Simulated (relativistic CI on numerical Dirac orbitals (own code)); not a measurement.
# Er2+: 4s photoemission

Computed with this model: Dirac-Coulomb-Breit CI, separate exchange-only KLI orbitals for each configuration, model QED, valence Slater integrals scaled by 0.7, multiplet model of photoemission in the sudden approximation; configurations [Xe] 4f12 → [Ar] 3d10 4s 4p6 4d10 4f12 5s2 5p6; 80 K; Lorentzian 3 eV and Gaussian 0.7 eV FWHM. Energies are those of the free ion, without screening or charge transfer. The energies are binding energies and can lie tens of eV above those of solids. Without intra-shell correlation the exchange splitting of an s hole comes out too large, often by half or more. S is read from ⟨S²⟩ = S(S + 1).

Computed curve for free ion, scaled to 100 at the maximum (points under 2 are left out and the grid is thinned):

Energy (eV), Intensity and a bar:
```
    459.8        2.1 
    460.2        2.2 
    460.6        2.4 
    461.0        2.5 
    461.4        2.7 
    461.8        3.0 
    462.6        3.5 
    463.0        3.8 #
    463.4        4.2 #
    463.8        4.6 #
    464.2        5.1 #
    464.6        5.6 #
    465.0        6.3 #
    465.4        7.1 ##
    465.8        8.1 ##
    466.2        9.2 ##
    466.6       10.7 ###
    467.0       12.4 ###
    467.8       17.6 #####
    468.2       21.5 ######
    468.6       26.5 ########
    469.0       33.4 ##########
    469.4       42.7 ############
    469.8       54.9 ################
    470.2       69.9 #####################
    470.6       85.4 ##########################
    471.0       96.9 #############################
    471.4      100.0 ##############################
    471.8       93.7 ############################
    472.2       81.7 ########################
    473.0       58.0 #################
    473.4       50.9 ###############
    473.8       47.6 ##############
    474.2       47.5 ##############
    474.6       49.4 ###############
    475.0       51.2 ###############
    475.4       50.3 ###############
    475.8       45.8 #############
    476.2       39.0 ###########
    476.6       31.8 #########
    477.0       25.5 #######
    477.4       20.5 ######
    478.2       13.7 ####
    478.6       11.4 ###
    479.0        9.7 ##
    479.4        8.4 ##
    479.8        7.3 ##
    480.2        6.4 #
    480.6        5.7 #
    481.0        5.1 #
    481.4        4.6 #
    481.8        4.1 #
    482.2        3.8 #
    482.6        3.4 
    483.4        2.9 
    483.8        2.7 
    484.2        2.5 
    484.6        2.3 
    485.0        2.2 
    485.4        2.0
```

The ground state has S = 0.99, and the centroid lies at 472.45 eV.
